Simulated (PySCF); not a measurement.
CH5F2NOSi, SMILES NC[Si](O)(F)F. Atoms are numbered in the order given.

```xyz
11

N     -1.9513    -1.1482     0.6897
C     -0.6040    -1.3844     0.1768
Si     0.3573     0.1737    -0.1192
O      0.4529     1.0048     1.2913
F      1.8328    -0.0759    -0.7289
F     -0.3928     1.0950    -1.2199
H     -1.9102    -0.6074     1.5519
H     -2.4915    -0.5918     0.0295
H     -0.6608    -1.9684    -0.7574
H     -0.0496    -2.0297     0.8796
H      0.8091     1.8980     1.2845
```

Geometry optimised at PBE0-D3(BJ)/def2-SVP. The structure was generated by enumeration, and PubChem lists no compound with its InChIKey, so it may never have been made. One conformer was computed; it need not be the lowest.

The numbers are results of PBE0-D3(BJ)/def2-SVP in PySCF 2.14.0, not measurements.

Frequencies are harmonic and unscaled.

| mode | ν (cm⁻¹) | IR (km/mol) | moving atoms (share of kinetic energy) |
|---|---|---|---|
| 1 | 55 | 0.1 | N 31 %, H 25 %, F 20 %, O 12 % |
| 2 | 117 | 6.0 | F 39 %, N 31 %, O 13 %, H 11 % |
| 3 | 187 | 34.7 | H 52 %, F 20 %, O 14 % |
| 4 | 208 | 15.5 | H 56 %, F 18 %, O 9 %, C 8 % |
| 5 | 289 | 33.0 | F 48 %, H 27 %, N 12 % |
| 6 | 304 | 105.8 | H 49 %, F 19 %, O 17 % |
| 7 | 330 | 8.0 | H 45 %, F 29 %, Si 12 %, O 10 % |
| 8 | 345 | 73.3 | O 33 %, F 29 %, H 20 %, Si 12 % |
| 9 | 407 | 36.9 | F 33 %, Si 26 %, C 12 %, N 10 %, H 10 %, O 9 % |
| 10 | 682 | 8.1 | C 43 %, F 22 %, H 20 %, O 9 % |
| 11 | 725 | 3.2 | H 59 %, C 26 %, O 12 % |
| 12 | 770 | 117.6 | H 62 %, O 18 %, F 13 % |
| 13 | 869 | 374.9 | H 63 %, N 22 % |
| 14 | 912 | 60.4 | Si 35 %, H 30 %, F 23 % |
| 15 | 947 | 168.0 | Si 49 %, F 47 % |
| 16 | 983 | 165.5 | Si 47 %, O 35 %, F 10 % |
| 17 | 1087 | 22.0 | H 94 % |
| 18 | 1113 | 8.9 | C 41 %, N 34 %, H 24 % |
| 19 | 1288 | 1.7 | H 68 %, C 29 % |
| 20 | 1371 | 0.2 | H 82 %, N 10 % |
| 21 | 1416 | 9.3 | H 93 % |
| 22 | 1642 | 22.9 | H 92 % |
| 23 | 3064 | 10.0 | H 94 % |
| 24 | 3120 | 4.1 | H 91 %, C 9 % |
| 25 | 3539 | 2.9 | H 96 % |
| 26 | 3624 | 7.7 | H 92 %, N 8 % |
| 27 | 3937 | 133.0 | H 94 % |
